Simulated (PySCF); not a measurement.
# I(26+): ionisation energy

I(26+) [Ar] 3d9 [3d3/2^4 3d5/2^5, M_J = 5/2] → I(27+) [Ar] 3d8 [3d3/2^4 3d5/2^4, M_J = 4], as a difference of total energies. Computed with PySCF 2.14 in an uncontracted even-tempered set (17 s from 3.7 bohr⁻², ratio 2.8; 12 p from 4.8 bohr⁻², ratio 2.8; 8 d from 4.8 bohr⁻², ratio 2.8; 3 f from 21 bohr⁻², ratio 3), with the two-component X2C-1e Hamiltonian. Correlated levels: [Ne] frozen; the 76 highest virtual spinors dropped. "Screened" scales the spin-orbit matrix elements by Boettger's factors to mimic the two-electron term; Breit and QED terms are absent.

| method | ionisation energy (eV) |
| --- | --- |
| GHF (spin-free) | 1477.0 |
| GMP2 (spin-free) | 1478.5 |
| GHF (screened spin-orbit) | 1473.0 |
| GMP2 (screened spin-orbit) | 1474.4 |

Breit and QED terms and the two-electron picture change are absent.

The spin-free rows relax to the high-spin LS determinant and lack the spin-orbit shift.

The labels give the starting determinants; with spin-orbit coupling the two ends relaxed to ⟨J²⟩ = 8.75, ⟨L²⟩ = 6.01, ⟨S²⟩ = 0.76 and ⟨J²⟩ = 20.00, ⟨L²⟩ = 12.48, ⟨S²⟩ = 1.90.

For comparison: 1472 ± 4 eV (theoretical estimate listed by NIST; NIST Atomic Spectra Database, ionization energies).
